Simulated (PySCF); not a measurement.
Computed IR spectrum (relative IR intensity) of a molecule C4H4BrCl. Coordinates come from a PBE0-D3(BJ)/def2-SVP optimisation. One conformer was computed; it need not be the lowest. Calculation: PBE0-D3(BJ)/def2-SVP in PySCF. Frequencies are harmonic and unscaled.

| ν (cm⁻¹) | relative intensity |
|---|---|
| 50 | 2.7 |
| 238 | 6.1 |
| 375 | 18 |
| 447 | 7.9 |
| 526 | 11 |
| 696 | 72 |
| 718 | 53 |
| 774 | 65 |
| 871 | 16 |
| 915 | 21 |
| 1134 | 2.8 |
| 1216 | 100 |
| 1267 | 25 |
| 1428 | 25 |
| 1459 | 20 |
| 2093 | 6.0 |
| 3105 | 9.5 |
| 3224 | 11 |

Question: Which molecule gave these data?
(A) ClCC=C=CBr
(B) C=C/C(Br)=C\Cl
(C) CC(Br)=C=CCl
(D) C#CC[C@@H](Cl)Br

Answer: A, ClCC=C=CBr
